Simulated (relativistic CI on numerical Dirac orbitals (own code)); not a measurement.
## Sensitivity of the levels of As14+ to α and to the nuclear radius

Method of calculation: Dirac-Coulomb-Breit CI, KLI orbitals optimised for each configuration, derivatives by finite differences, unscaled Slater integrals, QED left out (own radial code, finite nucleus).

Configurations in the expansion (outside the closed core [Ne]): 3s²3p⁶3d, 3s²3p⁵3d², 3s3p⁶3d², 3s²3p⁶4s, 3s²3p⁶4p, 3p⁶3d³, 3p⁵3d⁴. Double excitations out of closed p, d and f shells are left out; levels of such configurations are missing from the list, as are those of other unlisted configurations, and high levels can miss mixing partners.

With x = (α/α₀)² − 1 an excitation energy changes as ω = ω₀ + qx; K = 2q/ω₀ is the relative enhancement. Terms are leading LS components, so labels can repeat. The field-shift factor is F = δν/δ⟨r²⟩ for the transition from the lowest level.

Lowest level 3s²3p⁶3d ²D3/2.

```csv
Level,ω₀ (cm⁻¹),q (cm⁻¹),K,F (GHz/fm²)
3s²3p⁶3d ²D5/2,9194,9122,1.98,0.0398
3s²3p⁵3d² ⁴D°1/2,611361,12580,0.0412,0.73
3s²3p⁵3d² ⁴D°3/2,614753,15070,0.049,0.737
3s²3p⁵3d² ⁴D°5/2,620502,19580,0.0631,0.75
3s²3p⁵3d² ⁴D°7/2,628891,26180,0.0833,0.753
3s²3p⁵3d² ⁴G°11/2,649502,19460,0.0599,0.838
3s²3p⁵3d² ⁴G°9/2,650321,16080,0.0494,0.802
3s²3p⁵3d² ⁴G°7/2,653867,15880,0.0486,0.755
3s²3p⁵3d² ⁴G°5/2,656391,12060,0.0367,0.772
3s²3p⁵3d² ⁴P°5/2,660340,20330,0.0616,0.789
3s²3p⁵3d² ⁴P°3/2,667439,22460,0.0673,0.761
3s²3p⁵3d² ⁴F°3/2,670669,15730,0.0469,0.763
3s²3p⁵3d² ⁴P°1/2,676285,31780,0.094,0.717
3s²3p⁵3d² ²D°5/2,679790,24860,0.0732,0.807
3s²3p⁵3d² ⁴F°9/2,681092,25690,0.0754,0.831
3s²3p⁵3d² ⁴F°7/2,682553,21820,0.0639,0.782
3s²3p⁵3d² ²F°5/2,691414,33980,0.0983,0.72
3s²3p⁵3d² ⁴F°3/2,693479,30930,0.0892,0.739
3s²3p⁵3d² ⁴F°5/2,696961,47730,0.137,0.614
3s²3p⁵3d² ²F°7/2,699506,32910,0.0941,0.772
3s²3p⁵3d² ²P°1/2,703442,26290,0.0748,0.85
3s²3p⁵3d² ²H°11/2,705772,14890,0.0422,0.878
3s²3p⁵3d² ²F°7/2,708042,16020,0.0453,0.854
```

At this charge energies of transitions that change n are usually good to better than 1 %, and those within a shell (Δn = 0) to a few per cent.
